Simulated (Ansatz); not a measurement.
A run for Ansatz (a quantum-chemistry and plane-wave program): R-HF/def2-TZVPP on H2SSi (SMILES [SiH]S), atoms moved off the minimum.

Ansatz 0.2 input:
```yaml
crystal:
  periodic: [false, false, false]
  atoms:
    - {symbol: Si, position_ang: [0.30893443, -0.75849347, 0.74717572]}
    - {symbol: H, position_ang: [0.46736374, -1.68742726, -0.22570459]}
    - {symbol: S, position_ang: [0.03292387, 0.72445037, -0.25948230]}
    - {symbol: H, position_ang: [-0.38633813, 1.70522241, 0.34804308]}
basis:
  gaussian:
    orbitals: def2-TZVPP
hamiltonian:
  xc: {name: HF}
scf: {lower_state_search: off}
output: {forces: true}
```

The head of its log:

```
WARN ansatz: RAYON_NUM_THREADS=1 ignored (pool sized by the plan → 1); use --threads N
Functional definition: HF
these checks for a lower state are left out or cut short: stability, starts, cluster_reference, orbital_swaps, neighbouring_geometries, increment
integrals: 0.03 GiB planned
812 factors; their error is unknown
mean field: 0.21 GiB planned
mean field evaluation 1: about -18708.5573 eV, gradient 1.3e1 eV
mean field evaluation 2: about -18709.2224 eV, gradient 4.2e0 eV
```

What total energy does the run end on?

-687.5606 hartree.
